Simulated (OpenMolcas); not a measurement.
Au⁵⁺.

| Item | Value |
| --- | --- |
| Program | OpenMolcas 26.06 |
| Basis | ANO-RCC-VQZP [9s8p6d4f2g1h] |
| Scalar Hamiltonian | DKH2, point nucleus |
| Active space | 6 electrons in 10 orbitals (5d 6d) |
| State averaging | 2S+1 = 5 even, 5 roots; 2S+1 = 3 even, 45 roots; 2S+1 = 1 even, 49 roots |
| Spin-orbit coupling | state interaction with AMFI integrals over the reference wave functions, term energies averaged over their components |

Two sets of levels on these reference wave functions, in eV above 5d⁶ ⁵D₄: one from CASSCF and one from MS-CASPT2, IPEA 0.25 Eh, imaginary shift 0.1 Eh (closed shells correlated: 5s 5p).

```csv
Level,Set 1,Set 2
5d⁶ ⁵D₄,0.0000,0.0000
5d⁶ ⁵D₃,1.168,1.135
5d⁶ ⁵D₁,1.624,1.628
5d⁶ ⁵D₀ [70 %],1.618,1.662
5d⁶ ³H₆,3.101,3.252
5d⁶ ³F₂(1) [60 %],3.703,4.033
5d⁶ ¹S₀ [59 %],4.421,4.798
5d⁶ ³D₁ [70 %],4.533,5.071
5d⁶ ³G₄ [51 %],4.759,5.104
5d⁶ ³D₂ [62 %],4.730,5.228
5d⁶ ³D₃ [68 %],5.041,5.565
5d⁶ ¹I₆,5.607,5.822
5d⁶ ³P₀(2),5.556,6.385
5d⁶ ³P₁(1) [64 %],6.035,6.408
5d⁶ ¹F₃ [58 %],5.773,6.507
5d⁶ ¹G₄(1) [53 %],6.509,6.925
```

**Question.** Which set is which?

**Answer.** Set 1 is MS-CASPT2. Its levels of the other terms of 5d⁶ lie at 0.87 to 0.96 of the other set's values, as expected, since terms of lower spin or lower L gain more correlation energy than the Hund ground term.

CASPT2 does not keep the components of a term degenerate, so their means are used; among the terms shown or strongly mixed into the levels shown the widest spread is 1300 cm-1 (5d⁶ ¹I, MS-CASPT2). Active for correlation alone: 6d; no level in the range computed is led by a configuration that fills it, so any true level of that kind is missing. Without dynamic correlation excited terms often stand tens of per cent too high (terms of higher spin than the ground term too low), and those without a measured partner can miss by more than the paired ones (holds for CASSCF). The CASPT2 spread within a term exceeds the gap to the next term for 5d⁶ ³D and 5d⁶ ¹I, 5d⁶ ¹I and 5d⁶ ¹G(1), so the order of their levels is uncertain (holds for MS-CASPT2). Levels of configurations outside the active space are missing. Levels that lie high or do not pair safely by name in every column are left out.

A share in square brackets marks a mixed level and gives the weight of the term that names it, the lowest over the columns. A number in round brackets counts repeated terms of one configuration in the order of the reference energies.
